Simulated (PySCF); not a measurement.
Species: C₈H₁₇S (charge +1).
Numbering: `[CH3:1][CH:2]([CH3:3])[C@@H:4]1[CH2:5][CH2:6][CH2:7][S@@+:8]1[CH3:9]`

Structure used (GFN2-xTB), in Å, numbered top down from 1:
```
atom  x, y, z in Å
C1    -2.645   -0.349   -0.625
C2    -1.572   -0.164    0.449
C3    -1.894    1.058    1.306
C4    -0.201   -0.008   -0.210
C5     0.259   -1.190   -1.056
C6     1.780   -1.139   -1.131
C7     2.259   -0.991    0.303
S8     1.109    0.178    1.107
C9     1.852    1.763    0.644
H10   -2.498   -1.268   -1.184
H11   -2.642    0.488   -1.318
H12   -3.623   -0.396   -0.155
H13   -1.555   -1.053    1.088
H14   -1.149    1.205    2.088
H15   -2.858    0.927    1.789
H16   -1.946    1.955    0.693
H17   -0.171    0.919   -0.785
H18   -0.186   -1.133   -2.048
H19   -0.060   -2.125   -0.592
H20    2.104   -0.294   -1.741
H21    2.188   -2.045   -1.577
H22    3.276   -0.619    0.402
H23    2.166   -1.928    0.851
H24    2.714    1.929    1.285
H25    2.152    1.759   -0.398
H26    1.120    2.544    0.826
```

Definitions: NICS(0) = −σiso at the ring centroid; NICS(1) = −σiso and NICS(1)zz = −σzz at ±1 Å along the ring normal z. Level: GIAO PBE0/pcSseg-1 (PySCF, non-relativistic, gas phase) on the GFN2-xTB geometry, one conformer.

Ring bond lengths (Å), with Mayer bond orders in brackets: C4–C5 1.524 (0.97), C5–C6 1.523 (1.03), C6–C7 1.520 (1.01), C7–S8 1.827 (0.94), S8–C4 1.867 (0.90).

Task: What do the NICS probes read (ppm)?

Result: 
| ring | type | NICS(0) | NICS(1), two faces | NICS(1)zz, two faces | rms pucker (Å) | centre to ring atoms, mean (Å) |
| --- | --- | --- | --- | --- | --- | --- |
| C4–C5–C6–C7–S8 | 5-membered ring with S; formal bonds all single | -7.3 | -4.5 / -4.8 | -3.1 / -4.2 | 0.20 | 1.38 |

Task: What can be read from them?

Result: 
- C4–C5–C6–C7–S8: mean NICS(1)zz -3.6 ppm, shielded. C4, C5, C6, C7 have four or more neighbours, so the value isn't read as a sign of a π ring current.

Task: At the second NICS(1) probe listed for ring C4–C5–C6–C7–S8, 1 Å off the ring, what do the in-plane components average?

Result: The isotropic value is a third of the trace: (3 × -4.8 − (-4.2))/2 = -5.1 ppm.

Task: What are the shieldings of the ring atoms and their hydrogens in the same run (means over atoms taken as equivalent)?

Result: 
```
atoms                 environment  σ isotropic (ppm)  principal values of the symmetric part, first atom (ppm)
   C4  sp3 carbon bound to sulfur               96.1                                        43.2, 101.0, 144.0
   C5             ring CH2 carbon              146.5                                       118.6, 159.2, 161.8
   C6             ring CH2 carbon              153.4                                       118.4, 166.4, 175.4
   C7  sp3 carbon bound to sulfur              136.6                                        97.5, 144.1, 168.3
   S8            sulfonium sulfur              406.6                                       256.5, 425.8, 537.3
  H17            methine hydrogen              28.67                                          26.7, 27.7, 31.6
  H18          methylene hydrogen              28.81                                          22.7, 28.2, 35.5
  H19          methylene hydrogen              29.83                                          24.3, 29.6, 35.6
  H20          methylene hydrogen              29.36                                          25.4, 26.9, 35.7
  H21          methylene hydrogen              28.84                                          23.1, 25.7, 37.7
  H22          methylene hydrogen              28.53                                          23.1, 26.2, 36.3
  H23          methylene hydrogen              28.33                                          23.0, 25.6, 36.4
```
